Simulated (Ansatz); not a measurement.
Species: TeCl, charge 0, doublet. TeCl (SMILES Cl[Te], doublet).
B3LYP-D3(BJ)/def2-TZVP minimum from Ansatz (a program for electronic structure):
```
Te
Cl 1 2.3399
```
Charge 0, spin multiplicity 2.

Total energies in def2-TZVPP, 13 correlated electrons, 14 frozen orbitals. Open shells are spin-unrestricted; no spin-orbit coupling. Correlated methods leave the cores frozen (noble-gas shells, and filled d and f shells in the p block). Past Kr the def2 sets carry scalar-relativistic core potentials. Spin-orbit terms, left out, reach several kcal/mol for Br and I, and more for heavier atoms.

```csv
method,program,energy (Eh),minus CCSDT(Q) (mEh)
HF,Ansatz,-726.52772,340.20
MP2,Ansatz,-726.82108,46.84
CCSD,Ansatz,-726.85170,16.22
CCSD(T),Ansatz,-726.86598,1.94
CCSDT(Q),Ansatz,-726.86792,0.00
```

Rough core times of Ansatz's runs on a shared machine: CCSD(T) 20 s, CCSDT(Q) 20 min.
